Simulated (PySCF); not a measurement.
[CoF5]3- holds Co(II), d7, at total charge -3. The structure is a PBE0-D3(BJ)/def2-TZVP, IEF-PCM water geometry optimised for multiplicity 4; coordination trigonal bipyramidal, point group C3v, metal–donor distances 2.01–2.12 Å.

```
6

Co    0.000    0.000    0.000
F     0.000    0.000    2.119
F     0.000    0.000   -2.027
F     2.006    0.000    0.082
F    -1.003    1.738    0.082
F    -1.003   -1.738    0.082
```

Method (PySCF 2.14, density fitting): CASSCF(7,5) with orbitals averaged over all microstates of the shell, strongly contracted NEVPT2 on the averaged canonical orbitals; basis x2c-TZVPall on the metal, x2c-SVPall elsewhere; spin-free X2C; IEF-PCM water; spin-orbit coupling by state interaction with the mean-field operator over all roots.

Q: Which term lies lowest, and with what spin?

A: 4A2 (S = 3/2, orbital degeneracy 1), orbital occupations from the lowest 1.9 1.9 1.1 1.1 1.0, by NEVPT2.

Q: Where do the spin-allowed transitions within the shell lie?

A: By NEVPT2: 4A1 at 1504 cm⁻¹; 4A2 at 1580 cm⁻¹; 4E at 3372 cm⁻¹; 4E at 9442 cm⁻¹ (1059 nm); 4A2 at 18058 cm⁻¹ (554 nm); 4E at 20886 cm⁻¹ (479 nm). The strongest, at 20886 cm⁻¹, has f = 1.8e-05.

Q: Which is the lowest state of another spin?

A: 2E at 14776 cm⁻¹ by NEVPT2; CASSCF alone puts it at 17338 cm⁻¹ above the same ground state.

Q: Give the fitted ligand-field and repulsion parameters.

A: At CASSCF level (the NEVPT2 levels don't fit a ligand-field model well): orbital energies 0, 0, 1533, 1534, 6289 cm⁻¹; B = 1213 cm⁻¹; C = 4500 cm⁻¹; B over its free-ion value at the same level 0.970; rms of the fit 57 cm⁻¹; ζ = 516 cm⁻¹ (free ion 526).

Q: What magnetic behaviour follows?

A: The ground multiplet follows a spin Hamiltonian with S = 3/2, g = 2.183, 2.465, 2.465, D = 31.50 cm⁻¹, E/|D| = 0.00 (spin-orbit part alone); the lowest levels hold 95 % of the spin-free ground state. μeff is 4.78 μB at 300 K and 3.93 μB at 10 K; the spin-only value is 3.88 μB.

NEVPT2 lifts 4E from 7526 to 9442 cm⁻¹; on the d shell alone such lifts tend to overshoot. Gaps between spin states lean to high spin in this active space.

The job took 8.8 s on one thread of Arm Neoverse V1 (shared host), with 118 basis functions and a peak of 0.55 GiB, launched as `OMP_NUM_THREADS=1 python lf_run.py task.json out`.
